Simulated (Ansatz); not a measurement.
Arsine, relaxed with RKS PBE0-D4/def2-TZVP in Ansatz from a GFN2-xTB geometry. The force threshold is 0.005 eV/Å; the program also tests the step.

The species carries charge 0 and has multiplicity 1.

Start:

```xyz
4

As   -0.212   -0.153    0.602
H     1.179   -0.352    0.089
H    -0.742   -0.709   -0.683
H    -0.225    1.214   -0.008
```

| step | energy (eV) | largest force (eV/Å) | largest move (Å) |
| --- | --- | --- | --- |
| 1 | -60882.3380 | 0.479 | 0.000 |
| 2 | -60882.3658 | 0.178 | 0.071 |
| 3 | -60882.3710 | 0.024 | 0.021 |
| 4 | -60882.3711 | 0.000 | 0.001 |

End:

```xyz
4

As   -0.206   -0.149    0.583
H     1.223   -0.368    0.108
H    -0.779   -0.742   -0.696
H    -0.237    1.259    0.006
```

It took 1.4 s on 2 threads of a server CPU on a shared host, with 0.13 GiB of host memory at the peak.
